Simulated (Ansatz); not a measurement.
The cluster Cd₂SeF₂, relaxed as a singlet with RKS PBE-D4/def2-SVP in Ansatz, starting from the GFN1-xTB geometry. Force threshold 0.02 eV/Å.

In the def2 sets Cd takes a core potential; there is no spin–orbit coupling. The structure comes from a short search, and lower isomers may exist.

Start:

```xyz
5

Cd   -0.3834   -0.8650   -1.0759
Cd    0.3876    1.0001    1.3213
Se    0.6938    1.2595   -1.0217
F     1.2580    0.0750    2.7366
F    -1.9559   -1.4697   -1.9604
```

```
step  energy (eV)  largest force component (eV/Å)  SCF passes
   1  -79886.4728                           1.682          21
   2  -79887.0330                           0.615          28
   3  -79887.3333                           0.681          28
   4  -79887.5476                           0.297          28
   5  -79887.6074                           0.046          28
   6  -79887.6080                           0.004          23
```

Force components are those of the run's own axes.

End:

```xyz
5

Cd   -0.758   -0.440   -1.505
Cd    0.911    0.734    1.290
Se    0.747    1.435   -1.049
F     1.061    0.196    3.159
F    -1.960   -1.925   -1.895
```

By distances, no bond broke or formed. The bond that changes most is Cd2–Se3, from 2.38 to 2.45 Å (atoms count from 1). The end is the same structure that another start reached, the lowest one found.

No frequencies were taken in this run, so the end may be a saddle point.

Hardware: 4 threads of Intel Xeon on a shared host. Wall time 5.5 s.
